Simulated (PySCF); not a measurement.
**Trend along the halogens: MPb molecules**

PBE with triple-zeta basis sets in PySCF, for the lowest determinant that a PBE0 search found; no spin–orbit coupling. De refers to high-spin ground-configuration atoms. A positive dipole means M(−)Pb(+).

```tsv
M	basis	state (unpaired electrons)	Re (Å)	ωe (cm⁻¹)	De (eV)	μ (D)
F	x2c-TZVPPall	doublet (π ↑)	2.072	503	4.99	3.35
Cl	x2c-TZVPPall	doublet (π ↑)	2.470	309	4.01	3.24
Br	def2-TZVPP	doublet (π ↑)	2.629	205	3.62	3.26
I	def2-TZVPP	doublet (π ↑)	2.819	161	3.16	2.89
```

Q: By what factor does the well depth vary along the series?

A: At PBE it runs from 3.16 eV (PbI) to 4.99 eV (PbF), a factor of 1.58.

The rows differ in basis set, which adds steps of its own.

Down a group the atoms grow and get heavier, so bonds lengthen and wavenumbers fall; this series shows no clear exception.

These are scalar-relativistic numbers at best; spin–orbit coupling would shift them, the dissociation energy most. States were picked by a PBE0 search and need not be the measured ground states.
